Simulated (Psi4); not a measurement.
C4H8O, singlet, at a GFN2-xTB geometry. Base run: HF/3-21G (Psi4 1.11).

The Psi4 input:
```
memory 2 GB

molecule mol {
0 1
  C    -0.149514    1.227438   -0.211339
  C     1.032398    0.538464    0.466847
  C     0.843221   -0.905635    0.003138
  O    -0.552568   -1.106171   -0.151210
  C    -1.224166    0.143593   -0.119918
  H    -0.450540    2.149776    0.279682
  H     0.086315    1.439511   -1.254880
  H     1.996533    0.945043    0.170837
  H     0.935144    0.603301    1.551266
  H     1.221756   -1.640895    0.718251
  H     1.337853   -1.071212   -0.964643
  H    -1.780295    0.224186    0.824637
  H    -1.937856    0.176495   -0.947844
}

set basis 3-21g
set reference rhf
set stability_analysis check
set scf_type pk

energy('scf')
print_variables()
```

The bond that is stretched is that between atoms 13 and 5. A test that says stable can miss a lower solution.

Each row names what was changed in the base input (with any setting that the change needs).

```csv
change,ΔE vs base (eV),<S^2>
base,0.00,0.000
stability_analysis = follow; reference = uhf,0.00,0.000
bond × 1.25,0.88,0.000
stability_analysis = follow; reference = uhf; bond × 1.25,0.88,0.000
bond × 1.5,2.26,0.000
stability_analysis = follow; reference = uhf; bond × 1.5,2.26,0.019
bond × 1.8,3.86,0.000
stability_analysis = follow; reference = uhf; bond × 1.8,3.23,0.638
bond × 2.2,5.62,0.000
stability_analysis = follow; reference = uhf; bond × 2.2,3.60,0.906
bond × 3.0,7.99,0.000
stability_analysis = follow; reference = uhf; bond × 3.0,3.71,1.001
```

Psi4 reported an instability in these rows: stability_analysis = follow; reference = uhf; bond × 1.5; stability_analysis = follow; reference = uhf; bond × 1.8; stability_analysis = follow; reference = uhf; bond × 2.2; stability_analysis = follow; reference = uhf; bond × 3.0 (restricted rows aren't judged here).

Where a bond breaks into two radicals, a solution with restricted orbitals usually stops being the lowest and lies too high; an unrestricted one lies lower at the price of spin contamination, which <S^2> shows.
